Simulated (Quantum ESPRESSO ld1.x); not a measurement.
The numbers below are computed, except where a source is named.
Question: Species: F. Configuration: [He] 2s2 2p(up 2.75, down 2.25) (fractional occupations, a model configuration). Code: ld1.x of Quantum ESPRESSO 7.5. Model: non-relativistic Kohn-Sham, LDA (Slater exchange, VWN5 correlation), spin-polarised, spherical densities, point nucleus. Some entries of the table are withheld. Estimate them.

orbital,occ.,eigenvalue (hartree),<1/r> (bohr^-1)
1s up,1,-24.1961,(1)
1s down,1,-24.1807,(2)
2s up,1,-1.10113,1.456
2s down,1,-1.07121,1.447
2p up,2.75,-0.42951,1.280
2p down,2.25,-0.40043,1.265

Answer: 
(1) 1s up <1/r> (bohr^-1): 8.569
(2) 1s down <1/r> (bohr^-1): 8.572
